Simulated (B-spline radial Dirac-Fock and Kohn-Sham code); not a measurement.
The K (1s) hole of rhenium ions: width and yield against charge

These are calculated numbers from a radial atomic solver; the model is independent-particle radiative and Coulomb Auger rates from relativistic LDA hole-state orbitals, with Dirac-Fock energies. Tabulated ground configurations, configuration averages; single configurations, so decays that open only by mixing (as 1s 2s² with 1s 2p² in Be-like ions) are missing and such tiny yields are far too low.

```
 ion      configuration  radiative (eV)  non-radiative (eV)  yield
  Re  [Xe] 4f14 5d5 6s2            39.4                1.59  0.961
 Re⁺  [Xe] 4f14 5d5 6s1            39.4                1.59  0.961
Re²⁺      [Xe] 4f14 5d5            39.4                1.59  0.961
Re³⁺      [Xe] 4f14 5d4            39.4                1.59  0.961
Re⁴⁺      [Xe] 4f14 5d3            39.4                1.59  0.961
Re⁵⁺      [Xe] 4f14 5d2            39.4                1.59  0.961
Re⁶⁺      [Xe] 4f14 5d1            39.4                1.59  0.961
Re⁷⁺          [Xe] 4f14            39.4                1.59  0.961
```
